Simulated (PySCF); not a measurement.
CrF₂O₂, charge +1, doublet (typed; the unrestricted solution is spin-contaminated), at a GFN2-xTB geometry (such geometries of metal compounds can be far from the true shape) (the multiplicity is a formal guess); R2SCAN/6-31G (PySCF).

Here is a job for PySCF.
```python
from pyscf import gto, scf, dft

mol = gto.M(
    atom='''
Cr
O  1 1.570734
O  1 1.570734 2 99.262655
F  1 1.629159 3 112.013145 2 -118.396430
F  1 1.629159 3 112.013145 2 118.396429
''',
    basis='6-31g',
    charge=1,
    spin=1,
    verbose=4,
)

mf = dft.UKS(mol)
mf.xc = 'r2scan'
mf.kernel()
mf.analyze()
```

Question: Predict the main parts of the log of this PySCF run.

Answer: 
```
PySCF version 2.14.0

[INPUT] verbose = 4
[INPUT] num. atoms = 5
[INPUT] num. electrons = 57
[INPUT] charge = 1
[INPUT] spin (= nelec alpha-beta = 2S) = 1
[INPUT] symmetry False subgroup None
[INPUT] Mole.unit = angstrom
[INPUT] Symbol           X                Y                Z      unit          X                Y                Z       unit  Magmom
[...]
nuclear repulsion = 357.410112451221
number of shells = 31
number of NR pGTOs = 178
number of NR cGTOs = 63
basis = 6-31g
ecp = {}

******** <class 'pyscf.dft.uks.UKS'> ********
method = UKS
initial guess = minao
damping factor = 0
level_shift factor = 0
DIIS = <class 'pyscf.scf.diis.CDIIS'>
diis_start_cycle = 1
diis_space = 8
diis_damp = 0
SCF conv_tol = 1e-09
SCF conv_tol_grad = None
SCF max_cycles = 50
direct_scf = True
direct_scf_tol = 1e-13
number electrons alpha = 29  beta = 28
XC library pyscf.dft.libxc version 7.1.2
    S. Lehtola, C. Steigemann, M. J. T. Oliveira, and M. A. L. Marques,  SoftwareX 7, 1–5 (2018)
XC functionals = r2scan
    J. W. Furness, A. D. Kaplan, J. Ning, J. P. Perdew, and J. Sun,  J. Phys. Chem. Lett. 11, 8208–8215 (2020)
    J. W. Furness, A. D. Kaplan, J. Ning, J. P. Perdew, and J. Sun,  J. Phys. Chem. Lett. 11, 9248–9248 (2020)
    J. W. Furness, A. D. Kaplan, J. Ning, J. P. Perdew, and J. Sun,  J. Phys. Chem. Lett. 11, 8208–8215 (2020)
    J. W. Furness, A. D. Kaplan, J. Ning, J. P. Perdew, and J. Sun,  J. Phys. Chem. Lett. 11, 9248–9248 (2020)
radial grids:
    Treutler-Ahlrichs [JCP 102, 346 (1995); DOI:10.1063/1.469408] (M4) radial grids

becke partition: Becke, JCP 88, 2547 (1988); DOI:10.1063/1.454033
pruning grids: <function nwchem_prune>
grids dens level: 3
symmetrized grids: False
atomic radii adjust function: <function treutler_atomic_radii_adjust>
small_rho_cutoff = 0
Set gradient conv threshold to 3.16228e-05
tot grids = 77592
init E= -1394.65278950836

cycle= 1 E= -1393.62548928982  delta_E= 1.03  |g|= 0.894  |ddm|=    2

cycle= 2 E= -1379.96288084539  delta_E= 13.7  |g|= 5.82  |ddm|= 2.87
cycle= 3 E= -1391.82485035077  delta_E= -11.9  |g|= 2.73  |ddm|= 2.42

cycle= 4 E= -1391.84989207697  delta_E= -0.025  |g|= 2.33  |ddm|=  1.8
cycle= 5 E= -1393.61778023545  delta_E= -1.77  |g|= 1.03  |ddm|= 1.38
cycle= 6 E= -1393.88269994562  delta_E= -0.265  |g|= 0.376  |ddm|= 0.272
cycle= 7 E= -1393.92300530451  delta_E= -0.0403  |g|= 0.0999  |ddm|= 0.11
cycle= 8 E= -1393.92262772183  delta_E= 0.000378  |g|= 0.098  |ddm|= 0.0689
[...]
converged SCF energy = -1393.92664249698  <S^2> = 0.85761911  2S+1 = 2.1048697
Total Energy =                       -1393.926642496984869
[...]
spin_pop of  0 Cr 3dyz     -0.06851
spin_pop of  0 Cr 3dz^2    -0.05414
spin_pop of  0 Cr 3dxz     -0.21588
spin_pop of  0 Cr 3dx2-y2   -0.04882
spin_pop of  0 Cr 4dxy     -0.00041
spin_pop of  0 Cr 4dyz     -0.00034
spin_pop of  0 Cr 4dz^2    -0.00056
spin_pop of  0 Cr 4dxz     -0.00047
spin_pop of  0 Cr 4dx2-y2   -0.00062
spin_pop of  1 O 1s       -0.00001
spin_pop of  1 O 2s        0.00210
spin_pop of  1 O 3s       -0.00029
spin_pop of  1 O 2px       0.05642
spin_pop of  1 O 2py       0.09060
spin_pop of  1 O 2pz       0.61032
spin_pop of  1 O 3px       0.00041
spin_pop of  1 O 3py       0.00023
spin_pop of  1 O 3pz       0.00095
spin_pop of  2 O 1s       -0.00001
spin_pop of  2 O 2s        0.00210
spin_pop of  2 O 3s       -0.00029
spin_pop of  2 O 2px       0.57737
spin_pop of  2 O 2py       0.09062
spin_pop of  2 O 2pz       0.08941
spin_pop of  2 O 3px       0.00092
spin_pop of  2 O 3py       0.00023
spin_pop of  2 O 3pz       0.00044
spin_pop of  3 F 1s        0.00000
spin_pop of  3 F 2s       -0.00070
spin_pop of  3 F 3s       -0.00026
spin_pop of  3 F 2px      -0.00077
spin_pop of  3 F 2py      -0.01842
spin_pop of  3 F 2pz      -0.00003
spin_pop of  3 F 3px      -0.00007
spin_pop of  3 F 3py      -0.00030
spin_pop of  3 F 3pz      -0.00009
spin_pop of  4 F 1s        0.00000
spin_pop of  4 F 2s       -0.00070
spin_pop of  4 F 3s       -0.00026
spin_pop of  4 F 2px      -0.00077
spin_pop of  4 F 2py      -0.01842
spin_pop of  4 F 2pz      -0.00003
spin_pop of  4 F 3px      -0.00007
spin_pop of  4 F 3py      -0.00030
spin_pop of  4 F 3pz      -0.00009
 ** Mulliken Spin Density (per atom)  **
spin density of  0 Cr =     -0.48021
spin density of  1 O =      0.76071
spin density of  2 O =      0.76078
spin density of  3 F =     -0.02064
spin density of  4 F =     -0.02064
 ** Mulliken pop alpha/beta on meta-lowdin orthogonal AOs **
 ** Mulliken pop       alpha | beta **
In total            29.00000 | 28.00000
 ** Mulliken atomic charges   ( Nelec_alpha | Nelec_beta ) **
charge of  0Cr =      1.39164  (    11.06407     11.54429 )
charge of  1O =     -0.01961  (     4.39016      3.62945 )
charge of  2O =     -0.01943  (     4.39010      3.62933 )
charge of  3F =     -0.17630  (     4.57783      4.59847 )
charge of  4F =     -0.17630  (     4.57783      4.59847 )

WARN: System has nonzero charge 1; the dipole moment is origin-dependent.
Location of origin: [0. 0. 0.]

Dipole moment(X, Y, Z, Debye):  0.47831, -0.00000,  0.56402
```
